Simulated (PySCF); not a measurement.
OTa, doublet, at a GFN2-xTB geometry (such geometries of metal compounds can be far from the true shape) (core potentials on Ta). Base run: R2SCAN/def2-SVP in PySCF.

Input for PySCF:
```python
from pyscf import gto, scf, dft

mol = gto.Mole()
mol.atom = '''
    Ta   -0.000000   -0.000000   -0.169902
    O     0.000000    0.000000    1.550353
'''
mol.basis = 'def2-svp'
mol.ecp = {'Ta': 'def2-svp'}
mol.charge = 0
mol.spin = 1
mol.verbose = 4
mol.build()

mf = dft.UKS(mol)
mf.xc = 'r2scan'
mf.kernel()
mf.analyze()
```

Each row names what was changed in the base input (with any setting that the change needs).

```
change                             ΔE vs base (mEh)  fitting functions  dipole (D)        outcome
---------------------------------  ----------------  -----------------  ----------  -------------
base                                          0.000                  -        2.72      converged
auxbasis = def2-svp-ri                            -                  -           -  input refused
auxbasis = def2-universal-jkfit              -0.018                304        2.72      converged
auxbasis = autoaux                           -0.009                401        2.72      converged
auxbasis = cc-pvtz-jkfit                          -                  -           -  input refused
auxbasis = even-tempered beta=3.0           -24.792                240        2.75      converged
auxbasis = even-tempered beta=1.6            -0.001                519        2.72      converged
auxbasis = even-tempered beta=2.0            -0.232                343        2.72      converged
auxbasis = def2-tzvp-ri                           -                  -           -  input refused
auxbasis = def2-universal-jfit               -0.092                138        2.72      converged
```

A fitting set is made for a task (jfit for Coulomb, jkfit for Coulomb and exchange, ri for correlation) and for a family of orbital bases.

Open shells are given as the SCF converged; they aren't shown to be the lowest states, and a large step between rows can be another state.

- auxbasis = def2-svp-ri: ended with `pyscf.lib.exceptions.BasisNotFoundError: Basis set not found for Ta in def2-svp-ri`
- auxbasis = cc-pvtz-jkfit: ended with `pyscf.lib.exceptions.BasisNotFoundError: Basis set not found for Ta in cc-pvtz-jkfit`
- auxbasis = def2-tzvp-ri: ended with `pyscf.lib.exceptions.BasisNotFoundError: Basis set not found for Ta in def2-tzvp-ri`
